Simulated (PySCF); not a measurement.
Geometry:
```
atom   x (Å)   y (Å)   z (Å)
 Zn1   0.005   0.005   0.000
  C2   0.004   0.012   1.890
  N3  -0.002   0.015   3.051
  C4  -0.001  -0.010  -1.890
  N5  -0.006  -0.022  -3.051
```

Geometry: PBE0-D3(BJ)/def2-SVP; GIAO absolute shieldings from PySCF 2.14, gas phase, non-relativistic, averaged over equivalent atoms.

At B3LYP/pcSseg-1 (pcSseg-2 on Zn) (141 basis functions, 9.4 s wall time on 1 thread of an x86-64 server CPU, shared host):
```json
{"atoms": "Zn1", "σ (ppm)": "1739.2"}
{"atoms": "C2/C4", "σ (ppm)": "57.8"}
{"atoms": "N3/N5", "σ (ppm)": "-113.3"}
```

Q: Predict the values at PBE/pcSseg-1 (pcSseg-2 on Zn) on the same geometry.

A: 
```json
{"atoms": "Zn1", "σ at PBE/pcSseg-1 (pcSseg-2 on Zn)": "1701.2", "change": "-38.0"}
{"atoms": "C2/C4", "σ at PBE/pcSseg-1 (pcSseg-2 on Zn)": "63.4", "change": "+5.6"}
{"atoms": "N3/N5", "σ at PBE/pcSseg-1 (pcSseg-2 on Zn)": "-102.8", "change": "+10.5"}
```

The largest change is at Zn1 (Zn bonded to 2 C). Cost: 141 basis functions, 13 s wall time on 1 thread of an x86-64 server CPU, shared host.
